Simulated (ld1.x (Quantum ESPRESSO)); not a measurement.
# hydrogen (H), ultrasoft: configuration errors across variants

| Item | Value |
| --- | --- |
| Element | H (Z = 1) |
| Generator | ld1.x (Quantum ESPRESSO) 7.5 |
| Type | ultrasoft |
| Functional | LDA (PZ) |
| Relativity | scalar-relativistic |
| Frozen core | none |
| Valence charge | 1 |
| Reference configuration | 1s1 |
| Partial waves | 1s (bound): rcut 1.20, rcutus 1.30 bohr; 1s channel at 0.2 Ry: rcut 1.20, rcutus 1.30 bohr; 2p channel at 0.05 Ry: rcut 1.20, rcutus 1.35 bohr |
| Local potential | all-electron potential smoothed inside 1.00 bohr (lloc = -1) |
| Core correction | none |
| Augmentation charge | built from norm-conserving waves at rcut, not smoothed further |

All-electron excitation energies from the reference (eV): (1) 1s0.5 4.645; (2) 1s1 spin -0.897; (3) 1s0.5 spin 4.258.

Spin tests fill each open shell by Hund’s rule, majority spin first.

Errors AE − PS in meV (a dash: test not solved or not reliable):

| change | (1) | (2) | (3) | bound ghosts |
| --- | --- | --- | --- | --- |
| base | +1.3 | -3.7 | -0.9 | none |
| all radii scaled by about 0.75 (s 0.98, p 1.02 bohr, rcut 0.92/0.92); local potential all-electron potential smoothed inside 0.76 bohr (lloc = -1) | +0.4 | -1.4 | -0.4 | none |
| all radii scaled by about 0.88 (s 1.14, p 1.18 bohr, rcut 1.06/1.06); local potential all-electron potential smoothed inside 0.88 bohr (lloc = -1) | +0.7 | -2.3 | -0.6 | none |
| all radii scaled by about 0.95 (s 1.24, p 1.28 bohr, rcut 1.14/1.14); local potential all-electron potential smoothed inside 0.94 bohr (lloc = -1) | +1.0 | -3.1 | -0.8 | none |
| all radii scaled by about 1.20 (s 1.56, p 1.62 bohr, rcut 1.44/1.44); local potential all-electron potential smoothed inside 1.20 bohr (lloc = -1) | +3.3 | -7.9 | -1.6 | none |
| all radii scaled by about 1.27 (s 1.64, p 1.72 bohr, rcut 1.52/1.52); local potential all-electron potential smoothed inside 1.26 bohr (lloc = -1) | +3.9 | -9.5 | -2.2 | none |
| all radii scaled by about 1.35 (s 1.76, p 1.82 bohr, rcut 1.62/1.62); local potential all-electron potential smoothed inside 1.34 bohr (lloc = -1) | +5.2 | -11 | -1.4 | none |

Q: Give the same row for: all radii scaled by about 1.04 (s 1.36, p 1.40 bohr, rcut 1.26/1.26); local potential all-electron potential smoothed inside 1.04 bohr (lloc = -1).

A: +1.7, -4.5, -1.0; bound ghosts: none.
